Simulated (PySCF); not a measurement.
This PySCF input asks for the NMR shieldings of SMILES F[B@@H-]([PH3+])C(F)(F)F, CH4BF4P; the geometry comes from GFN2-xTB.

```python
import basis_set_exchange as bse
import numpy as np
from pyscf import gto, dft
from pyscf.prop import nmr

atoms = """
F     0.004528   -0.074642   -2.012577
B    -0.235145   -0.574950   -0.752656
P     1.377469   -0.041906    0.292906
C    -1.365786    0.275692    0.090369
F    -1.268377   -0.081664    1.413533
F    -1.123422    1.613708    0.105766
F    -2.654514    0.131825   -0.232123
H    -0.406791   -1.745536   -0.717179
H     2.604818   -0.468624   -0.165878
H     1.599570    1.315621    0.321641
H     1.473074   -0.346854    1.630232
"""
names = dict.fromkeys(["F", "B", "P", "C", "H"], "pcSseg-1")
basis = {el: gto.basis.parse(bse.get_basis(n, elements=[el], fmt="nwchem")) for el, n in names.items()}
mol = gto.M(atom=atoms, basis=basis, charge=0, verbose=0)
mf = dft.RKS(mol, xc="PBE0")
mf.grids.level = 2
mf.grids.alignment = dft.numint.BLKSIZE   # the property module wants whole blocks of grid points
mf.conv_tol = 1e-9
mf.kernel()

calc = nmr.RKS(mf)   # GIAO
C = mf.mo_coeff
Co = C[:, mf.mo_occ > 0]
resp = mf.gen_response(singlet=True, hermi=2)
def vind(x):   # induced exchange potential for any number of trial vectors
    d = np.einsum("pi,xij,qj->xpq", C, 2 * x.reshape(-1, C.shape[1], Co.shape[1]), Co, optimize=True)
    return np.einsum("xpq,pi,qj->xij", resp(d - d.transpose(0, 2, 1)), C, Co, optimize=True).ravel()
mo1, _ = nmr.rhf.solve_mo1(calc, with_cphf=vind)
sigma = calc.kernel(mo1)
for i, s in enumerate(sigma):   # ppm
    w = np.linalg.eigvalsh((s + s.T) / 2)
    print("%2d %-2s iso %8.1f  s11 %8.1f  s22 %8.1f  s33 %8.1f" % (i, mol.atom_pure_symbol(i), w.mean(), *w))
```

**Question.** What are the results?

**Answer.** 
```
 0 F  iso    423.6  s11    344.7  s22    422.4  s33    503.6
 1 B  iso    108.9  s11     95.7  s22    100.2  s33    130.9
 2 P  iso    497.6  s11    471.1  s22    496.3  s33    525.5
 3 C  iso     46.0  s11     37.3  s22     45.1  s33     55.6
 4 F  iso    246.4  s11    144.2  s22    262.8  s33    332.1
 5 F  iso    254.5  s11    147.8  s22    279.6  s33    336.2
 6 F  iso    262.1  s11    166.8  s22    282.5  s33    337.1
 7 H  iso     27.8  s11     26.2  s22     27.5  s33     29.8
 8 H  iso     28.2  s11     24.3  s22     24.5  s33     35.8
 9 H  iso     27.8  s11     23.3  s22     26.3  s33     33.8
10 H  iso     27.9  s11     23.2  s22     25.6  s33     35.0
```

These numbers come from an equivalent density-fitted implementation of the same equations, which agrees with the script to about 0.01 ppm for H and up to a few tenths of a ppm for heavy atoms, so last digits may differ.

Size and cost of the density-fitted run: 146 basis functions, 15 s wall time on 1 thread of an Arm Neoverse V1, shared host; peak memory 0.71 GiB.
